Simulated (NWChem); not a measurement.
WHSO₂Cl; SMILES [W]([Cl])([SH])(=[O])=[O]

```xyz
6

W      0.2176     0.0105     0.0047
O      1.2110    -0.0472    -1.3698
O      1.1994    -0.0833     1.3834
Cl    -0.9866     1.9461     0.0112
S     -1.0848    -1.9282     0.0408
H     -1.2549    -1.9619    -1.3031
```
Atoms are numbered in this order, from 1.

Computed with NWChem. All runs use the structure optimised with PBE0/def2-SVP. def2 effective core potentials on W; no spin-orbit coupling.

For level CAM-B3LYP/def2-SVP:

```
Item                         Value
---------------------------  -----
highest occupied level (eV)  -9.97
orbital gap (eV)              8.12
```

Problem. What are these values for level LDA (Slater exchange, PW92)/def2-SVP?

Solution. 
| Property | Value |
|---|---|
| highest occupied level (eV) | -7.62 |
| orbital gap (eV) | 3.92 |
